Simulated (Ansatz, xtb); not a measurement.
## Ranking isomers of C4H6N2SeSi

3 gas-phase structures of C4H6N2SeSi, from a drawn sample of its isomers (lower ones may exist). Each was relaxed with GFN2-xTB; where two conformers were screened, the lower at r2SCAN-D4/def2-SVP is listed:

A. `[SiH3]/N=C\c1c[se]cn1`, a singlet
B. `N#CC[C@H](C#N)[SiH2][SeH]`, a singlet
C. `C=Cc1nc([SiH3])n[se]1`, a singlet

Make a reasoned guess at their ranking by r2SCAN-D4/def2-SVP single-point energy.

Calculated order at r2SCAN-D4/def2-SVP: B (0.0), A (4.7), C (15.3) kcal/mol.

Energies above the lowest of each column, in kcal/mol; the last columns are at B3LYP-D3(BJ)/def2-SVP geometries:

| structure | GFN2-xTB | HF/STO-3G | r2SCAN-D4/def2-SVP | B3LYP-D3(BJ)/def2-SVP | CCSD(T)/def2-SVP + ΔMP2/def2-TZVPP |
| --- | --- | --- | --- | --- | --- |
| B | 22.6 | 0.0 | 0.0 | 0.0 | 0.0 |
| A | 0.0 | 34.8 | 4.7 | 10.3 | 17.3 |
| C | 9.0 | 38.0 | 15.3 | 21.4 | 26.8 |

CCSD(T)/def2-SVP + ΔMP2/def2-TZVPP puts B lowest; GFN2-xTB picks A. Flexible structures stand in one conformer each, not always the lowest. The ΔMP2 step shifts differences by up to 6.2 kcal/mol, which makes them less sure. ΔMP2 is the change of the MP2 energy from the smaller to the larger basis.

Programs: Ansatz 0.2.0, xtb 6.7.1.
